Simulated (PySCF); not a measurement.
Isomers of C7H3F2N, one GFN2-xTB conformer each. Single-point energies are computed at PBE0/pcSseg-1 (PySCF, gas phase, no added dispersion term), electronic only.

Question: Rank them by PBE0/pcSseg-1 energy, lowest first (kJ/mol).
A. 2,3-difluorobenzonitrile (`c1(cccc(c1F)C#N)F`)
B. `C=C1C(C#N)=CC(F)=C1F`
C. 3,4-difluorobenzonitrile (`N#Cc1ccc(F)c(F)c1`)

Answer: C (0.0), A (6.6), B (153.0).

As drawn, the lowest has an aromatic ring, which the highest lacks; the highest has a C=C bond outside aromatic rings, which the lowest lacks. Neighbours under 10 kJ/mol apart (N#Cc1ccc(F)c(F)c1 and N#Cc1cccc(F)c1F) can change places with a better method, another conformer or zero-point energy. GFN2-xTB itself gives, in the same order: 0.0, 7.5, 129.4. Both levels put the same isomer lowest; measured from each level's own lowest isomer, the values differ by up to 23.6 kJ/mol (C=C1C(C#N)=CC(F)=C1F: 129.4 against 153.0).

Which frontier levels, dipoles and rotational constants go with these structures?

| SMILES | HOMO (eV, PBE0/pcSseg-1) | LUMO (eV) | dipole (D) | A, B, C (MHz) |
| --- | --- | --- | --- | --- |
| N#Cc1ccc(F)c(F)c1 | -7.99 | -1.91 | 2.64 | 3017, 888.6, 686.4 |
| N#Cc1cccc(F)c1F | -8.13 | -2.04 | 4.93 | 2273, 1187, 779.6 |
| C=C1C(C#N)=CC(F)=C1F | -7.15 | -3.23 | 2.17 | 2372, 1028, 717.4 |
